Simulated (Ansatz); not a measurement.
CH8SeSi2, SMILES `[SiH3][SiH2]C[SeH]`, relaxed with RKS PBE0-D4/def2-TZVP in Ansatz from a PBE-D4/def2-SVP geometry. The force threshold is 0.005 eV/Å; the program also tests the step.

Total charge 0; spin multiplicity 1.

Start:

```xyz
12

Si   -0.218    0.565   -1.816
Si    0.512    0.783    0.412
C     0.527   -0.934    1.229
Se   -1.209   -1.850    0.966
H     0.392   -0.671   -2.425
H     0.239    1.761   -2.614
H    -1.716    0.480   -1.909
H    -0.435    1.672    1.179
H     1.886    1.409    0.477
H     0.785   -0.908    2.308
H     1.264   -1.588    0.719
H    -2.028   -0.718    1.476
```

```tsv
step	energy (eV)	largest force (eV/Å)	largest move (Å)
1	-82257.4331	0.551	0.000
2	-82257.4701	0.142	0.035
3	-82257.4732	0.052	0.027
4	-82257.4740	0.023	0.010
5	-82257.4746	0.010	0.024
6 (rejected)	-82257.4734	0.068	0.017
7	-82257.4747	0.004	0.009
8	-82257.4747	0.002	0.007
```

End:

```xyz
12

Si   -0.212    0.563   -1.810
Si    0.485    0.767    0.416
C     0.538   -0.933    1.215
Se   -1.193   -1.824    1.014
H     0.370   -0.676   -2.396
H     0.275    1.729   -2.600
H    -1.692    0.506   -1.924
H    -0.472    1.615    1.182
H     1.828    1.414    0.496
H     0.824   -0.912    2.267
H     1.242   -1.575    0.682
H    -1.994   -0.674    1.458
```

Run time 13 s (4 threads of an AMD EPYC 9R45 on a shared host); peak host memory 0.66 GiB.
